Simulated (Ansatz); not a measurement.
Gas-phase electronic energies from Ansatz, PBE0-D4/def2-TZVP geometries. CCSD(T)/CBS adds triple-zeta CCSD(T) − MP2 to the extrapolated MP2 energy (def2 sets, frozen cores). DFT in def2-TZVPP. Each species was taken in one conformer, which may not be the lowest.

Reaction (formal exchange of groups at the Si–Si bond): `B[SiH]([SiH3])Cl` + `FBO[SiH3]` → `FBO[SiH2][SiH3]` + `B[SiH2]Cl`

```csv
level,ΔE (kJ/mol)
PBE0,11.3
CCSD(T)/def2-TZVPP,10.7
```

Problem. What does CCSD(T)/CBS give? (Best estimate.)

Solution. Ansatz gave: +10.5 kJ/mol. The listed levels differ from it by 0.8, 0.2 kJ/mol.

Largest T1 diagnostic among the species: 0.013.
